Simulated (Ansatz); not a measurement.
Single points on In(NH3)F3 (InNF3H3).

```yaml
crystal:
  periodic: [false, false, false]
  atoms:
    - {symbol: In, position_ang: [-0.002756, 0.003534, -1.182443]}
    - {symbol: N, position_ang: [0.002402, -0.002887, 1.100373]}
    - {symbol: H, position_ang: [-0.624114, 0.717662, 1.461692]}
    - {symbol: H, position_ang: [0.942254, 0.178312, 1.455525]}
    - {symbol: H, position_ang: [-0.308034, -0.908521, 1.454986]}
    - {symbol: F, position_ang: [1.905682, 0.357474, -1.432459]}
    - {symbol: F, position_ang: [-1.263720, 1.480229, -1.425519]}
    - {symbol: F, position_ang: [-0.651706, -1.825804, -1.432155]}
basis:
  gaussian: {orbitals: def2-SVP, initial_orbitals: start.molden}
hamiltonian: {xc: pbe0, dispersion: d4}
scf: {omitted_lower_state_checks: [starts]}
output: {orbitals: {seedname: orbitals}}
```

The file start.molden holds the orbitals of an earlier run on this structure, at another level or in another basis.

```sh
$ ansatz run in.yaml --threads 4 --pin off --events-out ev --progress --plain --max-ram 3916MiB
```

It prints (some lines left out):

```
Functional definition: PBE0
1019 factors; integrals over basis functions are off by at most 9.4e-4 eV
mean field evaluation 1: about -14848.5800 eV, gradient 2.8e1 eV
mean field evaluation 2: about -14848.9988 eV, gradient 4.7e-1 eV
mean field evaluation 4: about -14849.1354 eV, gradient 1.5e-3 eV
mean field -14849.13541936 eV, -545.6956615561 hartree, gradient 3.6e-5 eV, S^2 0.000000; 0 other end points of the search recorded, 0 dependent functions left out
reference -14849.13546064 eV, -545.6956630732 hartree; 29, 29 occupied and 68, 68 virtual orbitals, 1019 factors
Total energy: -14849.24369559 eV, -545.6996406339 hartree
Checks for a lower state left out: starts
```

Run time 1.9 s (4 threads of Arm Neoverse N1 on a shared host).

The first input with `gaussian: {orbitals: def2-TZVP, initial_orbitals: start.molden}`, `hamiltonian: {xc: hf}` (abridged; 2.1 s):

```
Functional definition: HF
mean field -14803.29690730 eV, -544.0111273081 hartree, gradient 2.1e-5 eV, S^2 0.000000
Total energy: -14803.29690730 eV, -544.0111273081 hartree
Checks for a lower state left out: starts
```

The first input with `gaussian: {orbitals: def2-TZVP, initial_orbitals: start.molden}`, `hamiltonian: {xc: {name: r2SCANh}, dispersion: d4}` (abridged; 6 s):

```
Functional definition: r2SCANh
mean field -14868.21230459 eV, -546.3967241575 hartree, gradient 1.5e-5 eV, S^2 0.000000
Total energy: -14868.24548957 eV, -546.3979436829 hartree
Checks for a lower state left out: starts
```

First input, but with `gaussian: {orbitals: def2-TZVP, initial_orbitals: start.molden}`, `hamiltonian: {xc: {name: r2SCAN0}, dispersion: d4}` (abridged; 6 s):

```
Functional definition: r2SCAN0
mean field -14866.80866807 eV, -546.3451414667 hartree, gradient 2.1e-5 eV, S^2 0.000000
Total energy: -14866.84547031 eV, -546.3464939240 hartree
Checks for a lower state left out: starts
```

As the first input, with `gaussian: {orbitals: def2-TZVP, initial_orbitals: start.molden}`, `hamiltonian: {xc: pbe, dispersion: d4}` (abridged; 2.5 s):

```
Functional definition: PBE
mean field -14861.84119121 eV, -546.1625900593 hartree, gradient 9.8e-6 eV, S^2 0.000000
Total energy: -14861.96844326 eV, -546.1672664859 hartree
Checks for a lower state left out: starts
```

First input, but with `gaussian: {orbitals: def2-TZVP, initial_orbitals: start.molden}`, `correlation: {method: ccsd_t}` and without the key `hamiltonian` (abridged; 3.1 min):

```
Functional definition: HF
mean field -14803.29717957 eV, -544.0111373141 hartree, gradient 6.1e-6 eV, S^2 0.000000
8 core orbitals not correlated: weight in the atoms' cores, before any rotation towards them, 1.000 or more for the frozen orbitals, at most 0.000 for the correlated occupied ones
second order -34.28983635 eV of doubles, -0.00000000 eV of singles
cycle   1  -33.41431787 eV  change    8.8e-1 eV  update   1.4e-1
cycle   2  -34.13405430 eV  change   -7.2e-1 eV  update   4.6e-2
cycle   3  -34.32193026 eV  change   -1.9e-1 eV  update   2.4e-2
cycle   4  -34.30894798 eV  change    1.3e-2 eV  update   6.9e-3
cycle   5  -34.30085365 eV  change    8.1e-3 eV  update   2.5e-3
cycle   6  -34.30200038 eV  change   -1.1e-3 eV  update   9.0e-4
cycle   7  -34.30215620 eV  change   -1.6e-4 eV  update   2.9e-4
cycle   8  -34.30193456 eV  change    2.2e-4 eV  update   1.1e-4
cycle   9  -34.30193941 eV  change   -4.8e-6 eV  update   4.1e-5
perturbative correction -1.02347455 eV, -0.0376119958 hartree
Total energy: -14838.62259353 eV, -545.3093223325 hartree
Checks for a lower state left out: starts
```

As the first input, with `gaussian: {orbitals: def2-TZVP, initial_orbitals: start.molden}`, `hamiltonian: {xc: {name: revPBE}, dispersion: d4}` (abridged; 2.5 s):

```
Functional definition: revPBE
mean field -14869.35695812 eV, -546.4387893988 hartree, gradient 1.1e-5 eV, S^2 0.000000
Total energy: -14869.69615144 eV, -546.4512545235 hartree
Checks for a lower state left out: starts
```

Geometry: PBE0-D4/def2-SVP.

In the def2 sets In takes a core potential; there is no spin–orbit coupling. Correlated methods freeze 8 core orbitals; core or outer-core shells of In are correlated, in sets that lack core-valence functions.
